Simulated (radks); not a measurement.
Question: The rhenium ion Re2+, [Xe] 4f14 5d5. Calculated with a radial shooting solver on a logarithmic mesh with Libxc functionals: non-relativistic Kohn-Sham, LDA (Slater exchange, Perdew-Wang correlation), spin-polarised, spherical densities, point nucleus. Every spin shell is full or empty, so the densities are truly spherical. Functionals are evaluated on that one density, not self-consistently. Rank these exchange functionals by their error against the exact value of the orbitals, and give that value: LDA, PBE, PBEsol, RPBE, PW91, PW86, OPTX, AM05, EV93, APBE, TPSS, revTPSS, SCAN, TASK, MVS.

Answer: Exact: -309.587 hartree. From best to worst, with 100 (|E| - |E exact|)/|E exact| (equal figures are ties): RPBE -0.12, SCAN +0.13, MVS +0.14, PW91 +0.14, PBE -0.25, PW86 -0.27, TPSS -0.32, APBE +0.35, EV93 -0.40, revTPSS -0.82, PBEsol -1.75, TASK -1.81, OPTX +1.92, AM05 -3.61, LDA -3.83.
